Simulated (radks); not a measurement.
Problem. Species: Eu II. Configuration: [Xe] 4f7 6s1. Method: scalar-relativistic Kohn-Sham, LDA (Slater exchange, Perdew-Wang correlation), spin-polarised, spherical densities, finite nucleus; open shells are filled with parallel spins first (spin-orbit coupling, left out, can overturn this in heavy ions); Fermi nuclear charge, rms radius 5.1115 fm; computed with a radial shooting solver on a logarithmic mesh with Libxc functionals. Some entries of the table are withheld. Estimate them.

| orbital | occ. | eigenvalue (hartree) | r(max) (bohr) | <1/r> (bohr^-1) |
|---|---|---|---|---|
| 1s up | 1 | -1775.785 | 0.01421 | 70.15 |
| 1s down | 1 | -1775.785 | 0.01421 | 70.15 |
| 2s up | 1 | -291.8116 | 0.08062 | 16.26 |
| 2s down | 1 | -291.8083 | 0.08062 | 16.26 |
| 2p up | 3 | -260.1643 | 0.06514 | 15.23 |
| 2p down | 3 | -260.1619 | 0.06514 | 15.23 |
| 3s up | 1 | -64.37465 | 0.2291 | 5.953 |
| 3s down | 1 | -64.28708 | 0.2291 | 5.959 |
| 3p up | 3 | -54.52155 | 0.2247 | 5.607 |
| 3p down | 3 | -54.43474 | 0.2245 | 5.613 |
| 3d up | 5 | -41.29931 | 0.1837 | 5.324 |
| 3d down | 5 | -41.23136 | 0.1836 | 5.329 |
| 4s up | 1 | -12.99761 | 0.5276 | 2.508 |
| 4s down | 1 | -12.79602 | 0.5273 | 2.508 |
| 4p up | 3 | -9.75452 | 0.5506 | 2.306 |
| 4p down | 3 | -9.55410 | 0.5504 | 2.305 |
| 4d up | 5 | -5.23301 | 0.5734 | 2.025 |
| 4d down | 5 | -5.03541 | 0.5731 | 2.023 |
| 5s up | 1 | -1.91343 | 1.227 | 0.9666 |
| 5s down | 1 | -1.80166 | 1.240 | 0.9490 |
| 5p up | 3 | -1.13640 | 1.396 | 0.8096 |
| 5p down | 3 | -1.04959 | 1.418 | 0.7898 |
| 4f up | 7 | -0.38646 | 0.5918 | 1.425 |
| 6s up | 1 | -0.33581 | 3.326 | 0.3335 |
| 6s down | 0 | -0.29586 | 3.396 | 0.3235 |
| 5d up | 0 | (1) | 2.071 | 0.4713 |
| 5d down | 0 | (2) | 2.147 | 0.4489 |
| 4f down | 0 | -0.21758 | 0.5956 | 1.358 |
| 6p up | 0 | -0.21080 | 4.202 | 0.2635 |
| 6p down | 0 | -0.18042 | 4.429 | 0.2464 |

Solution. 
(1) 5d up eigenvalue (hartree): -0.28599
(2) 5d down eigenvalue (hartree): -0.23902
